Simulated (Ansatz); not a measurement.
Start from `C[NH][GeH3]` and change one atom or group to get `BC[NH][GeH3]`.

Ansatz, PBE0-D4/def2-TZVP geometries, multiplicity 1. Each molecule was computed in one conformer, which needn't be the lowest.

Scalar relativity is left out up to krypton.

```tsv
property	`C[NH][GeH3]`
size of the dipole moment (B3LYP/def2-TZVPP) / D	0.87
HOMO energy (B3LYP/def2-TZVPP) / eV	-6.43
LUMO energy (B3LYP/def2-TZVPP) / eV	0.28
LUMO energy (PBE/def2-TZVPP) / eV	-0.27
ideal-gas entropy at 298 K and 1 bar (rigid rotor, harmonic PBE0-D4/def2-TZVP) / J/(mol·K)	310
HOMO–LUMO gap (PBE/def2-TZVPP) / eV	5.01
```

Q: What does the change do to each property? (Estimate.)

A: The calculation gave: 
```json
{"property": "size of the dipole moment (B3LYP/def2-TZVPP) / D", "`BC[NH][GeH3]`": "1.57", "shift": "0.70"}
{"property": "HOMO energy (B3LYP/def2-TZVPP) / eV", "`BC[NH][GeH3]`": "-6.72", "shift": "-0.29"}
{"property": "LUMO energy (B3LYP/def2-TZVPP) / eV", "`BC[NH][GeH3]`": "-0.38", "shift": "-0.66"}
{"property": "LUMO energy (PBE/def2-TZVPP) / eV", "`BC[NH][GeH3]`": "-1.11", "shift": "-0.84"}
{"property": "ideal-gas entropy at 298 K and 1 bar (rigid rotor, harmonic PBE0-D4/def2-TZVP) / J/(mol·K)", "`BC[NH][GeH3]`": "340", "shift": "30"}
{"property": "HOMO–LUMO gap (PBE/def2-TZVPP) / eV", "`BC[NH][GeH3]`": "4.62", "shift": "-0.39"}
```

With PBE0 the HOMO falls by 0.27 eV and the LUMO falls by 0.72 eV, so the gap narrows by about 0.45 eV. PBE moves the HOMO by -0.44 eV and ωB97M-V by -0.17 eV. The zero-point energy changes by 23.4 kJ/mol with +6 modes. Dipoles are sizes alone; their direction can turn.

B3LYP here is the variant with VWN-RPA as its local correlation; programs differ in this.
